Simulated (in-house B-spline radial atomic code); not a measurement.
**Ionising Mg8+ with different functionals**

Computed with a B-spline radial code for spherical atoms: scalar-relativistic (spin-free X2C) Hamiltonian, Fermi nucleus of rms radius 3.057 fm, spin-polarised at highest spin, spherical fractional occupations for the functionals, and exact exchange of hybrids averaged over the configuration. The ionisation energy is the difference of two self-consistent energies, [He] 2s2 → [He] 2s1, without Breit or QED terms; ε is the level of the shell that loses the electron (its least bound occupied spin orbital).

```csv
method,rung,ΔSCF (eV),-ε(2s) (eV)
PBE0,global hybrid,325.80,313.57
B3LYP,global hybrid,325.91,312.93
TPSSh,global hybrid,325.87,311.86
BHandHLYP,global hybrid,325.56,317.51
r2SCAN0,global hybrid,324.82,314.14
B97-1,global hybrid,326.15,313.04
HSE06,range-separated hybrid,325.80,313.14
wB97X,range-separated hybrid,323.98,315.90
CAM-B3LYP,range-separated hybrid,325.76,314.90
LC-wPBE,range-separated hybrid,326.07,315.55
```

(1) Among the functionals, which spreads more, the ΔSCF values or the orbital energies?

(2) How do they compare with the NIST value?

Answers

(1) The orbital energies: ΔSCF values span about 2.16 eV and the orbital energies 5.65 eV.

(2) NIST lists 327.99 eV ± 0.04 (semi-empirical, ground level to ground level). Errors run from -4.01 to -1.84 eV; B97-1 is closest (-1.84 eV), but part of that can be cancellation, since the calculations leave out Breit-QED terms, the near-degeneracy of s² and p².
